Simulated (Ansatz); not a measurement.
`C[N]=[Mo]([NH2])(=[O])[F]` + CH₃OH → `C[N]=[Mo](=[O])([F])[O]C` + NH₃ at 298.15 K and 1 bar (ligand exchange at a Mo–N bond).

Isolated molecules relaxed with PBE0-D4/def2-TZVP in Ansatz; ΔE leaves out vibrations. CBS: MP2 limit from def2 TZ/QZ plus the TZ coupled-cluster correction, frozen cores. This one scheme is used for every species. Elements past krypton have def2 core potentials. For Mo outer-core shells are correlated without core-valence functions, which leaves a few kJ/mol of doubt a bond. One conformer a species, not always the lowest.

| species | CCSD(T)/CBS energy (Eh) | H − E (kJ/mol) | S (J/(mol·K)) |
| --- | --- | --- | --- |
| `C[N]=[Mo]([NH2])(=[O])[F]` | -393.69631 | 217.8 | 378.8 |
| CH₃OH | -115.61712 | 146.3 | 238.2 |
| `C[N]=[Mo](=[O])([F])[O]C` | -452.81903 | 264.5 | 418.3 |
| NH₃ | -56.50880 | 100.5 | 192.4 |

H − E and S are ideal-gas, rigid-rotor, harmonic terms from PBE0-D4/def2-TZVP, for one conformer and one mirror image of each species. 1 Eh = 2625.50 kJ/mol, R = 8.31446 J/(mol·K).

Question: By hand: ΔE, ΔH, ΔS and ΔG.

Answer: ΔE = (-452.81903) + (-56.50880) − (-393.69631) − (-115.61712) = -0.01440 Eh = -37.8 kJ/mol. Δ(H − E) = 264.5 + 100.5 − 217.8 − 146.3 = 0.9, so ΔH = -36.9 kJ/mol. ΔS = 418.3 + 192.4 − 378.8 − 238.2 = -6.3 J/(mol·K). ΔG = -36.9 − 298.15 × (-6.3)/1000 = -35.0 kJ/mol.

Question: By hand: the equilibrium constant, and the temperature at which ΔG would vanish if ΔH and ΔS stayed fixed.

Answer: log₁₀ K = −ΔG/(RT ln 10) = 6.1. ΔG = 0 at ΔH/ΔS = 5857 K, far beyond where these terms or the molecules hold.

The number of gas molecules stays the same, so ΔS is small and ΔH decides. A doubt of 5 kJ/mol in ΔE shifts log₁₀ K by 0.9 here. Other conformers and mirror images would add mixing entropy, several J/(mol·K) or more a flexible species. These are equilibria of isolated gas molecules and say nothing of rates. Largest T1 diagnostic: 0.022 (customary marks: 0.02 for closed shells, 0.045 for open ones).
